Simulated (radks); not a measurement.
The numbers below are computed, except where a source is named.
The sulfur anion S2-, [Ar], held by a Watson sphere: a shell of charge +2 at radius R that stands for the Madelung well of a crystal (potential energy -2/R inside, -2/r outside, in hartree with lengths in bohr). Code: a radial shooting solver on a logarithmic mesh with Libxc functionals. Model: scalar-relativistic Kohn-Sham, LB94 model potential, spin-polarised, spherical densities, point nucleus. Response by self-consistent Sternheimer equations with the Hartree and adiabatic LDA kernel, the relativistic mass of each level held fixed and spin-orbit coupling left out. The sphere does not respond.

| R (bohr) | e(2p) (eV) | e(3s) (eV) | e(3p) (eV) | <r> 3p (bohr) | sum of <r^2> (bohr^2) | X-ray form factor at sin(theta)/lambda = 0.2 1/angstrom | alpha (bohr^3) |
|---|---|---|---|---|---|---|---|
| 1.89 | -168.69 | -23.198 | -13.188 | 2.043 | 38.54 | 11.593 | 21.91 |
| 2.21 | -168.30 | -22.021 | -12.333 | 2.127 | 41.48 | 11.416 | 26.20 |
| 3.14 | -167.03 | -19.200 | -9.893 | 2.329 | 49.11 | 11.165 | 43.67 |
| 3.15 | -167.02 | -19.174 | -9.868 | 2.331 | 49.18 | 11.164 | 43.89 |
| 3.28 | -166.81 | -18.850 | -9.559 | 2.354 | 50.12 | 11.150 | 46.94 |
| 4.42 | -164.99 | -16.546 | -7.258 | 2.509 | 57.20 | 11.118 | 79.90 |
